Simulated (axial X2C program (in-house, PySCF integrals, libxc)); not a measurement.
Low determinants of YS at the PBE0 level, two-component

Computed with an in-house relativistic program for diatomic molecules. Two-component (2c) means X2C with spin–orbit coupling and atomic mean-field two-electron Coulomb and Gaunt terms. Basis: Y dyall-v3z [11s12p9d4f2g], S dyall-v3z [8s7p2d1f] (cores contracted in-house); Gaussian nuclei, density fitting, unrestricted open shells. Masses: Y 88.906 u, S 31.972 u.

Search at 2.240 Å (vertical energies from the lowest determinant):

```csv
ΔE (eV),state,electrons beyond evenly filled partner blocks,"electrons in ±ω = 1/2, 3/2, 5/2, 7/2"
0.00,Ω = 1/2,ω = 1/2,39 14 2 0
1.35,Ω = 3/2,ω = 3/2,38 15 2 0
1.40,Ω = 5/2,ω = 5/2,38 14 3 0
2.44,Ω = 3/2,ω = 3/2,40 13 2 0
3.10,Ω = 5/2,"ω = -1/2, 2 × ω = 3/2",39 14 2 0
3.11,Ω = 9/2,"ω = 1/2, ω = 3/2, ω = 5/2",39 13 3 0
3.18,Ω = 3/2,"ω = 1/2, ω = -3/2, ω = 5/2",39 13 3 0
```

Lowest determinant, Ω = 1/2 (⟨Sz⟩ = 0.50, ⟨Lz⟩ = 0.00 at PBE0): Re = 2.265 Å, ωe = 502.9 cm⁻¹.

The determinant in row 2 of the search, Ω = 3/2 (⟨Sz⟩ = -0.50, ⟨Lz⟩ = 2.00 at PBE0), was followed along the bond at PBE0; measured from the minimum of the lowest determinant it gives:

Te = 1.308 eV (10547 cm⁻¹), Re = 2.307 Å, ωe = 461.7 cm⁻¹.

Compare the bond of the determinant in row 2 with that of the lowest one.

At PBE0 its Re is 0.042 Å longer and its force constant, which goes as ωe², is 0.84 times that of the lowest determinant. T0 ≈ Te + Δωe/2 = 10547 + (-21) = 10526 cm⁻¹.

The search compares states at one distance, so a state with another bond length can lie lower; it is not exhaustive and yields mostly the lowest determinant of each block pattern, so other components and higher states of one pattern are missing. These are energies of single determinants, not of spin-adapted states; PBE0 term energies can be off by some tenths of an eV, and the functional has no current term.
